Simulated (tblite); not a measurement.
Record of a relaxation.

Compound: C7H6O2 (charge -1 and doublet state).
Bonds: C1–C2, C2–C3 (double), C3–C4, C4–O5, C4–C6, C6–C7 (double), C7–C8, C8–O9 (double), C2–C8. Hydrogens: H10, H11, H12 on C1; H13 on C3; H14 on C6; H15 on C7.
Bond orders are those of one Lewis drawing.

Computed with GFN2-xTB (tblite), gas phase: L-BFGS steps from a force-field or distance-geometry start until the largest atomic force falls under 0.01 eV/Å. 13 of its 59 geometries are shown.

Step 0: E = -715.4767 eV, largest atomic force 6.390 eV/Å
```
atom  x, y, z in Å  |  force x, y, z in eV/Å
C1      2.203    0.014   -0.167    0.112   0.056   0.257
C2      0.714   -0.048   -0.022    0.274   1.880   0.507
C3      0.083   -1.207   -0.075   -1.879  -1.627   1.111
C4     -1.395   -1.338    0.057    0.331   1.406  -6.225
O5     -1.849   -1.901   -1.147    0.342   0.044   4.067
C6     -2.077   -0.047    0.290   -0.544  -2.249   0.744
C7     -1.442    1.117    0.358    1.362   0.385   0.329
C8      0.013    1.203    0.217   -1.142  -0.686  -0.083
O9      0.597    2.282    0.279    0.745   1.291   0.082
H10     2.551    1.026   -0.433   -0.268  -0.530  -0.170
H11     2.616   -0.190    0.839    0.220  -0.219  -0.562
H12     2.452   -0.755   -0.913    0.566   0.429   0.406
H13     0.679   -2.091   -0.240   -0.209  -0.384  -0.211
H14    -3.161   -0.084    0.406    0.093  -0.074  -0.209
H15    -1.989    2.028    0.530   -0.002   0.276  -0.041
```

Step 5: E = -717.1264 eV, largest atomic force 0.903 eV/Å
```
atom  x, y, z in Å  |  force x, y, z in eV/Å
C1      2.191    0.015   -0.143    0.487   0.043   0.135
C2      0.715   -0.016    0.024   -0.210   0.093   0.118
C3      0.070   -1.208   -0.035   -0.642   0.044  -0.633
C4     -1.367   -1.214   -0.244    0.139   0.235   0.290
O5     -1.921   -2.040   -0.997   -0.313  -0.574   0.349
C6     -2.070   -0.071    0.318    0.042  -0.287  -0.728
C7     -1.421    1.117    0.400    0.358  -0.213   0.029
C8      0.002    1.226    0.222    0.054   0.109   0.159
O9      0.607    2.328    0.276   -0.004   0.205  -0.068
H10     2.529    1.004   -0.451   -0.098   0.017   0.016
H11     2.654   -0.215    0.816    0.257  -0.044   0.008
H12     2.501   -0.726   -0.883    0.099   0.066   0.098
H13     0.636   -2.110   -0.250   -0.161   0.004  -0.025
H14    -3.155   -0.108    0.387    0.120  -0.078  -0.074
H15    -1.974    2.025    0.539   -0.128   0.380   0.326
```

Step 10: E = -717.3815 eV, largest atomic force 0.455 eV/Å
```
atom  x, y, z in Å  |  force x, y, z in eV/Å
C1      2.221    0.015   -0.104   -0.214   0.000  -0.025
C2      0.715   -0.010    0.041    0.254   0.139  -0.156
C3      0.027   -1.168   -0.169    0.398   0.107   0.104
C4     -1.394   -1.219   -0.297   -0.242  -0.370  -0.108
O5     -1.997   -2.187   -0.832    0.028  -0.039   0.343
C6     -2.067   -0.051    0.178   -0.017   0.399   0.198
C7     -1.405    1.115    0.414   -0.034   0.310  -0.111
C8      0.021    1.254    0.251   -0.042  -0.167  -0.232
O9      0.603    2.371    0.264   -0.048  -0.245   0.131
H10     2.510    1.012   -0.439    0.051  -0.003   0.172
H11     2.739   -0.224    0.828   -0.079   0.124   0.018
H12     2.541   -0.709   -0.855   -0.012  -0.018   0.021
H13     0.570   -2.099   -0.275    0.058  -0.038  -0.283
H14    -3.130   -0.128    0.345   -0.229   0.112  -0.208
H15    -1.958    2.036    0.629    0.128  -0.311   0.135
```

Step 14: E = -717.4771 eV, largest atomic force 0.367 eV/Å
```
atom  x, y, z in Å  |  force x, y, z in eV/Å
C1      2.223    0.020   -0.092    0.131   0.080  -0.076
C2      0.724   -0.005   -0.012   -0.116  -0.119   0.027
C3      0.031   -1.157   -0.229   -0.168  -0.094  -0.026
C4     -1.408   -1.227   -0.288   -0.068  -0.172   0.082
O5     -2.026   -2.268   -0.641    0.157   0.178   0.144
C6     -2.085   -0.024    0.127    0.039  -0.146  -0.013
C7     -1.405    1.126    0.367    0.046  -0.170   0.108
C8      0.022    1.242    0.214    0.022   0.024   0.068
O9      0.612    2.349    0.296    0.069   0.037   0.066
H10     2.521    1.023   -0.381    0.066   0.126  -0.160
H11     2.754   -0.189    0.842   -0.331  -0.121   0.101
H12     2.556   -0.705   -0.835    0.132   0.038  -0.029
H13     0.563   -2.092   -0.377    0.022   0.037  -0.121
H14    -3.162   -0.085    0.259    0.092   0.074  -0.080
H15    -1.926    1.999    0.728   -0.093   0.230  -0.092
```

Step 19: E = -717.5286 eV, largest atomic force 0.233 eV/Å
```
atom  x, y, z in Å  |  force x, y, z in eV/Å
C1      2.224    0.038   -0.112   -0.107  -0.067  -0.011
C2      0.717   -0.011   -0.046    0.093   0.079  -0.064
C3      0.027   -1.168   -0.248    0.097   0.072  -0.053
C4     -1.408   -1.247   -0.243   -0.115  -0.179  -0.096
O5     -2.027   -2.305   -0.541    0.074   0.153   0.113
C6     -2.079   -0.030    0.126    0.036   0.119   0.080
C7     -1.400    1.120    0.386    0.027   0.090   0.026
C8      0.026    1.233    0.234    0.044  -0.021   0.046
O9      0.632    2.332    0.333   -0.050  -0.029   0.079
H10     2.543    1.045   -0.395   -0.083  -0.159   0.104
H11     2.648   -0.201    0.869    0.003   0.078  -0.098
H12     2.605   -0.686   -0.835    0.009   0.045   0.036
H13     0.569   -2.084   -0.463   -0.027  -0.004  -0.017
H14    -3.160   -0.045    0.199   -0.017  -0.084   0.020
H15    -1.923    2.017    0.714    0.015  -0.092  -0.165
```

Step 24: E = -717.5409 eV, largest atomic force 0.114 eV/Å
```
atom  x, y, z in Å  |  force x, y, z in eV/Å
C1      2.216    0.031   -0.117    0.052   0.029   0.020
C2      0.717   -0.009   -0.067   -0.028   0.014   0.014
C3      0.026   -1.161   -0.277   -0.010  -0.017  -0.021
C4     -1.409   -1.248   -0.238    0.061   0.064   0.072
O5     -2.029   -2.313   -0.484   -0.046  -0.052  -0.017
C6     -2.073   -0.026    0.130   -0.018  -0.035  -0.028
C7     -1.391    1.121    0.389   -0.057   0.007  -0.090
C8      0.034    1.231    0.245   -0.059   0.015   0.014
O9      0.635    2.330    0.370    0.047  -0.041   0.061
H10     2.534    1.037   -0.379    0.015   0.085  -0.037
H11     2.629   -0.193    0.868    0.044  -0.049   0.048
H12     2.623   -0.681   -0.833   -0.020  -0.048  -0.021
H13     0.563   -2.079   -0.497    0.009  -0.003  -0.037
H14    -3.156   -0.051    0.187    0.007  -0.001   0.068
H15    -1.925    2.019    0.680    0.006   0.032  -0.043
```

Step 29: E = -717.5491 eV, largest atomic force 0.087 eV/Å
```
atom  x, y, z in Å  |  force x, y, z in eV/Å
C1      2.220    0.034   -0.116   -0.046  -0.001   0.005
C2      0.718   -0.006   -0.074   -0.006  -0.037   0.035
C3      0.029   -1.158   -0.299   -0.027  -0.019   0.046
C4     -1.405   -1.250   -0.222   -0.056  -0.052  -0.041
O5     -2.032   -2.317   -0.447    0.058   0.000   0.013
C6     -2.073   -0.028    0.134   -0.002   0.017  -0.020
C7     -1.399    1.131    0.357    0.035   0.000  -0.007
C8      0.031    1.229    0.252    0.048  -0.009   0.001
O9      0.647    2.312    0.428   -0.022   0.017   0.019
H10     2.531    1.046   -0.377    0.049  -0.066  -0.003
H11     2.628   -0.199    0.872    0.005   0.022  -0.052
H12     2.622   -0.686   -0.832   -0.018   0.077   0.024
H13     0.563   -2.074   -0.534    0.000   0.024  -0.021
H14    -3.154   -0.063    0.211   -0.008   0.011   0.020
H15    -1.931    2.036    0.626   -0.008   0.016  -0.017
```

Step 34: E = -717.5509 eV, largest atomic force 0.030 eV/Å
```
atom  x, y, z in Å  |  force x, y, z in eV/Å
C1      2.217    0.035   -0.115    0.011  -0.004  -0.004
C2      0.716   -0.008   -0.069    0.019   0.015   0.007
C3      0.025   -1.159   -0.297    0.021   0.020   0.006
C4     -1.408   -1.252   -0.222    0.008  -0.004   0.005
O5     -2.029   -2.324   -0.440   -0.006  -0.009   0.000
C6     -2.074   -0.027    0.131   -0.004  -0.001   0.002
C7     -1.398    1.132    0.349   -0.006  -0.003   0.003
C8      0.033    1.229    0.256   -0.007  -0.007   0.016
O9      0.648    2.311    0.443   -0.011  -0.004   0.001
H10     2.537    1.042   -0.378   -0.006  -0.002   0.001
H11     2.631   -0.199    0.869    0.006  -0.002   0.000
H12     2.620   -0.680   -0.833   -0.010  -0.010  -0.016
H13     0.563   -2.070   -0.545   -0.007   0.003   0.002
H14    -3.154   -0.062    0.218   -0.009   0.017  -0.011
H15    -1.931    2.040    0.612    0.001  -0.009  -0.012
```

Step 39: E = -717.5513 eV, largest atomic force 0.023 eV/Å
```
atom  x, y, z in Å  |  force x, y, z in eV/Å
C1      2.219    0.034   -0.116   -0.007   0.004   0.000
C2      0.718   -0.007   -0.064   -0.018  -0.003   0.002
C3      0.027   -1.157   -0.294   -0.013  -0.012  -0.001
C4     -1.407   -1.253   -0.220   -0.002   0.006   0.009
O5     -2.026   -2.325   -0.440    0.009   0.006   0.004
C6     -2.075   -0.028    0.131    0.001   0.000   0.001
C7     -1.398    1.130    0.349   -0.002   0.002   0.003
C8      0.033    1.228    0.261   -0.004   0.012   0.000
O9      0.644    2.311    0.448    0.005   0.003   0.008
H10     2.538    1.041   -0.378    0.004   0.009  -0.007
H11     2.635   -0.200    0.867    0.017  -0.014  -0.008
H12     2.615   -0.681   -0.838    0.001  -0.003   0.003
H13     0.562   -2.067   -0.546    0.008  -0.004   0.003
H14    -3.156   -0.058    0.216    0.003  -0.007  -0.020
H15    -1.932    2.039    0.604   -0.002   0.002   0.002
```

Step 44: E = -717.5516 eV, largest atomic force 0.017 eV/Å
```
atom  x, y, z in Å  |  force x, y, z in eV/Å
C1      2.219    0.034   -0.117    0.003  -0.005  -0.004
C2      0.717   -0.006   -0.060    0.013  -0.002   0.001
C3      0.026   -1.156   -0.292    0.008   0.003   0.012
C4     -1.407   -1.253   -0.216    0.004  -0.001  -0.005
O5     -2.023   -2.327   -0.433   -0.010   0.001   0.004
C6     -2.076   -0.028    0.130    0.003   0.004  -0.011
C7     -1.400    1.130    0.350    0.000   0.005  -0.003
C8      0.032    1.229    0.266    0.007  -0.011   0.004
O9      0.643    2.312    0.456    0.001  -0.005   0.004
H10     2.539    1.041   -0.380   -0.005  -0.010   0.003
H11     2.644   -0.205    0.861   -0.013   0.008  -0.004
H12     2.611   -0.681   -0.841   -0.007   0.009  -0.012
H13     0.562   -2.066   -0.546    0.001   0.006   0.010
H14    -3.158   -0.056    0.204    0.002  -0.010  -0.004
H15    -1.935    2.040    0.599   -0.008   0.009   0.006
```

Step 48: E = -717.5518 eV, largest atomic force 0.017 eV/Å
```
atom  x, y, z in Å  |  force x, y, z in eV/Å
C1      2.219    0.033   -0.120   -0.001   0.005  -0.001
C2      0.718   -0.006   -0.056   -0.007  -0.003  -0.003
C3      0.028   -1.156   -0.287   -0.007  -0.008  -0.006
C4     -1.405   -1.253   -0.214   -0.004   0.008   0.003
O5     -2.023   -2.327   -0.430    0.002  -0.002  -0.001
C6     -2.076   -0.027    0.126   -0.003   0.004  -0.004
C7     -1.401    1.132    0.350    0.008  -0.003  -0.005
C8      0.031    1.228    0.270    0.004   0.003   0.003
O9      0.643    2.311    0.462    0.002   0.003   0.007
H10     2.539    1.040   -0.382    0.000   0.013  -0.001
H11     2.647   -0.208    0.857   -0.003  -0.003   0.004
H12     2.607   -0.680   -0.848   -0.004   0.001  -0.005
H13     0.564   -2.064   -0.542    0.008  -0.010   0.011
H14    -3.158   -0.057    0.195   -0.003   0.003   0.002
H15    -1.937    2.042    0.598    0.008  -0.011  -0.003
```

Step 53: E = -717.5520 eV, largest atomic force 0.014 eV/Å
```
atom  x, y, z in Å  |  force x, y, z in eV/Å
C1      2.219    0.034   -0.122    0.001  -0.001  -0.001
C2      0.717   -0.006   -0.055    0.006  -0.002  -0.007
C3      0.028   -1.157   -0.285    0.001   0.003   0.004
C4     -1.405   -1.253   -0.213    0.003  -0.007  -0.004
O5     -2.023   -2.327   -0.427    0.000  -0.005  -0.002
C6     -2.076   -0.026    0.122    0.004  -0.006   0.002
C7     -1.400    1.132    0.348   -0.003  -0.001   0.001
C8      0.032    1.229    0.273    0.001  -0.008  -0.006
O9      0.644    2.310    0.470   -0.003  -0.006   0.003
H10     2.538    1.042   -0.382   -0.006  -0.005   0.006
H11     2.648   -0.210    0.853    0.001   0.001  -0.008
H12     2.603   -0.678   -0.853    0.004   0.009   0.003
H13     0.566   -2.066   -0.536   -0.009   0.006   0.007
H14    -3.158   -0.057    0.189    0.004   0.010   0.000
H15    -1.937    2.041    0.596   -0.005   0.013   0.002
```

Step 58: E = -717.5520 eV, largest atomic force 0.009 eV/Å
```
atom  x, y, z in Å  |  force x, y, z in eV/Å
C1      2.218    0.034   -0.123    0.000   0.000  -0.001
C2      0.717   -0.006   -0.056   -0.001   0.000   0.004
C3      0.028   -1.157   -0.283    0.002  -0.001   0.001
C4     -1.405   -1.254   -0.213   -0.002   0.001   0.002
O5     -2.023   -2.329   -0.426   -0.001   0.002   0.000
C6     -2.075   -0.025    0.121   -0.004   0.003   0.000
C7     -1.400    1.132    0.347    0.000   0.001  -0.001
C8      0.032    1.228    0.274   -0.001   0.004   0.001
O9      0.644    2.308    0.475    0.003   0.001  -0.002
H10     2.537    1.043   -0.381   -0.001   0.003   0.002
H11     2.650   -0.212    0.850    0.003  -0.002   0.001
H12     2.602   -0.675   -0.857    0.007   0.002  -0.005
H13     0.566   -2.067   -0.530   -0.001  -0.007  -0.002
H14    -3.158   -0.054    0.185   -0.005  -0.002   0.000
H15    -1.936    2.042    0.595    0.002  -0.004  -0.002
```

**Question.** Summarise the path.

**Answer.** The energy falls by 200.24 kJ/mol from step 0 to step 58; nine tenths of that is first reached at step 9. It falls at every step. The largest force goes from 6.390 to 0.009 eV/Å. Among the bonds C4–O5 changes most, from 1.404 to 1.258 Å; the atoms move by 0.275 Å rms after alignment.

What follows is the cost of the whole relaxation. Hardware: one thread, Arm Neoverse V2 (aarch64), on a shared host. Cost: 0.27 s wall.
